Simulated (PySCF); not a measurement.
Excitations are Tamm–Dancoff values on a coarser integration grid. The basis has no diffuse functions, so Rydberg states are missing or too high.

Cartesian coordinates (Å):
SMILES: [H]/N=C\B
```xyz
7

B      0.9375     0.1087    -0.1210
C     -0.4783    -0.5270    -0.1194
N     -1.4894     0.1244     0.3055
H      1.6349     0.0204     0.8462
H      1.3042     0.7537    -1.0587
H     -0.6756    -1.5450    -0.4769
H     -1.2334     1.0649     0.6242
```
Charge 0, multiplicity 1.

**Question.** What dipole moment, S1 oscillator strength, S1 excitation (TDA), total energy and LUMO does PySCF with ωB97X-D3(BJ)/def2-TZVP // PBE0-D3(BJ)/def2-TZVP give?

**Answer.** 
```
Item                           Value
----------------------  ------------
dipole moment                 1.92 D
S1 oscillator strength         0.012
S1 excitation (TDA)          4.53 eV
total energy            -120.1538 Ha
LUMO                         0.03 eV
```
